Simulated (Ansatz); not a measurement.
Program: Ansatz. Geometries: PBE0-D4/def2-TZVP. ΔE: electronic, gas phase. CBS: MP2 limit from def2 TZ/QZ plus the TZ coupled-cluster correction, frozen cores. DFT in def2-TZVPP. B3LYP here is the variant with VWN-RPA as its local correlation; programs differ in this. For Se outer-core shells are correlated without core-valence functions, which leaves a few kJ/mol of doubt a bond. Scalar relativity is left out up to krypton. Each species was taken in one conformer, which may not be the lowest.

Consider the ligand exchange at the Si–S bond: `F[SiH](Cl)S[SiH2]Cl` + `C[SeH]` → `C[Se][SiH](F)Cl` + `S[SiH2]Cl`.

```json
{"level": "ωB97M-V", "ΔE (kJ/mol)": "2.8"}
{"level": "B3LYP", "ΔE (kJ/mol)": "-2.4"}
{"level": "CCSD(T)/def2-TZVPP", "ΔE (kJ/mol)": "1.3"}
{"level": "HF/def2-QZVPP", "ΔE (kJ/mol)": "-0.3"}
```

Q: What does CCSD(T)/CBS give? (Estimate.)

A: Ansatz gave: -0.4 kJ/mol. The listed levels differ from it by 3.2, -2.0, 1.7, 0.1 kJ/mol.

Largest T1 diagnostic among the species: 0.011.

The D4 term adds +5.6 kJ/mol with B3LYP and +3.3 kJ/mol with PBE0; it sums over pairs of atoms, weighted by their polarisabilities, and B3LYP, whose exchange is more repulsive, gets the larger term.
